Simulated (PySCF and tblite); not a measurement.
The numbers below are computed, except where a source is named.
C₉H₁₀, numbered as in [cH:1]1[cH:2][cH:3][c:4]([CH:5]2[CH2:6][CH2:7]2)[cH:8][cH:9]1. Search: ETKDG and KDG, MMFF94s, GFN2-xTB, 90 starts; geometries at PBE0-D3(BJ)/def2-SVP. Free energies are CAM-B3LYP-D3(BJ)/def2-SVPD (IEF-PCM, chloroform) single points with GFN2-xTB rigid-rotor and vibrational terms (modes under about 100 cm⁻¹ blended into free rotors). Symmetry numbers and mirror images are counted. Conformers within 3 kcal/mol (GFN2-xTB free energy) were kept, 8 at most. GIAO shieldings: WP04/pcSseg-1 (IEF-PCM, chloroform). Shifts are against TMS (¹H), TMS (¹³C) at the same level. Codes: tblite and PySCF.

Torsions listed: C3–C4–C5–C6.

```csv
conformer,shape,point group,mirror pair,ΔE(DFT),Δ(G−E) at 400 K,δ C6/C7 (ppm)
1,-146°,Cs,no,0.00,0.00,15.8
2,-55°,Cs,no,1.09,-0.65,9.1
```

Energies in kcal/mol; the thermal term leaves out symmetry numbers and mirror images.

(1) Work out the weights at 400 K and the ¹³C shift of C6/C7 under fast exchange.

Results:

(1) RT = 0.795 kcal/mol. Each conformer gets RT ln(σ/g), with σ the rotational symmetry number and g = 2 for a mirror pair: 1: σ = 1, g = 1, G = 0.00 + 0.00 + 0.00 = 0.00, 0.00 above the lowest, exp(−ΔG/RT) = 1.000; 2: σ = 1, g = 1, G = 1.09 − 0.65 + 0.00 = 0.44, 0.44 above the lowest, exp(−ΔG/RT) = 0.577. The sum is 1.577, so the weights are 63.4, 36.6 %. The averaged shift is 13.3 ppm. At 298.15 K it is 13.8 ppm. At 298.15 K the leading conformer alone gives 15.8 ppm and bare DFT energies give 14.8 ppm.
